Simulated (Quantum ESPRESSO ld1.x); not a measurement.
The numbers below are computed, except where a source is named.
ld1.x (Quantum ESPRESSO 7.5) input

```
 &input
    zed=76.0,
    iswitch=1,
    rel=0,
    lsd=1,
    dft='SLA-VWN',
    config='[Xe] 4f13 5d5.5 6s2 6p1.5',
    verbosity='high',
    prefix='ld1',
    max_out_wfc=37,
    file_charge='ld1.rho',
 /
```

Command: `OMP_NUM_THREADS=1 ld1.x < ld1.in > ld1.out`

It prints (banner and zero overlaps left out):

```
     Program LD1 v.7.5 starts

     --------------------------- All-electron run ----------------------------

     atomic number is 76.00
     dft =SLA-VWN   lsd =1 sic =0 latt =0  beta=0.20 tr2=1.0E-14
     Exchange-correlation= SLA-VWN
                           (   1   2   0   0   0   0   0)
     mesh =1993 r(mesh) = 100.00965 a.u. xmin = -7.00 dx = 0.00800
     1 Ry =  13.60569312 eV

     n l     nl                  e(Ry)          e(Ha)          e(eV)
     1 0     1S 1( 1.00)   -4951.870350420   -2475.935175210 -67373.6283727
     2 0     2S 1( 1.00)    -820.548113941    -410.274056971 -11164.1258309
     2 1     2P 1( 3.00)    -787.787968900    -393.893984450 -10718.4013508
     3 0     3S 1( 1.00)    -190.639659740     -95.319829870  -2593.7847075
     3 1     3P 1( 3.00)    -175.304033889     -87.652016944  -2385.1328883
     4 0     4S 1( 1.00)     -40.181407240     -20.090703620   -546.6958962
     4 1     4P 1( 3.00)     -33.686905302     -16.843452651   -458.3336958
     3 2     3D 1( 5.00)    -146.607811864     -73.303905932  -1994.7008977
     5 0     5S 1( 1.00)      -6.327995146      -3.163997573    -86.0967600
     5 1     5P 1( 3.00)      -4.306622332      -2.153311166    -58.5945818
     4 2     4D 1( 5.00)     -21.783944772     -10.891972386   -296.3856676
     4 3     4F 1( 7.00)      -6.038535685      -3.019267842    -82.1584634
     5 2     5D 1( 5.00)      -1.186502734      -0.593251367    -16.1431921
     6 0     6S 1( 1.00)      -0.618999797      -0.309499899     -8.4219213
     6 1     6P 1( 1.50)      -0.264331355      -0.132165677     -3.5964113
     1 0     1S 2( 1.00)   -4951.868476831   -2475.934238416 -67373.6028812
     2 0     2S 2( 1.00)    -820.518310496    -410.259155248 -11163.7203344
     2 1     2P 2( 3.00)    -787.764477698    -393.882238849 -10718.0817368
     3 0     3S 2( 1.00)    -190.562708954     -95.281354477  -2592.7377387
     3 1     3P 2( 3.00)    -175.232589017     -87.616294509  -2384.1608313
     4 0     4S 2( 1.00)     -40.073178591     -20.036589296   -545.2233704
     4 1     4P 2( 3.00)     -33.577929759     -16.788964879   -456.8510080
     3 2     3D 2( 5.00)    -146.546781473     -73.273390737  -1993.8705369
     5 0     5S 2( 1.00)      -6.112147799      -3.056073899    -83.1600073
     5 1     5P 2( 3.00)      -4.081476967      -2.040738483    -55.5313231
     4 2     4D 2( 5.00)     -21.671235487     -10.835617743   -294.8521796
     4 3     4F 2( 6.00)      -5.914401811      -2.957200906    -80.4695360
     5 2     5D 2( 0.50)      -0.961124469      -0.480562235    -13.0767646
     6 0     6S 2( 1.00)      -0.495348681      -0.247674341     -6.7395621
     6 1     6P 2( 0.00)      -0.179520337      -0.089760169     -2.4424986

     final scf error:  5.6E-15 reached in  28 iterations

     Etot =  -32567.429354 Ry,  -16283.714677 Ha, -443102.449590 eV
     Total magnetization:    7.00 Bohr mag.

     Ekin =   32555.966103 Ry,   16277.983051 Ha,  442946.484118 eV
     Encl =  -77479.022016 Ry,  -38739.511008 Ha,-1054155.797018 eV
     Eh   =   12978.613160 Ry,    6489.306580 Ha,  176583.027815 eV
     Exc  =    -622.986600 Ry,    -311.493300 Ha,   -8476.164504 eV
```

Run on one thread of a shared host, so times are rough (Intel(R) Xeon(R) Processor @ 2.60GHz): 0.62 s of CPU time, 0.7 s wall, 28 iterations on 1993 mesh points.
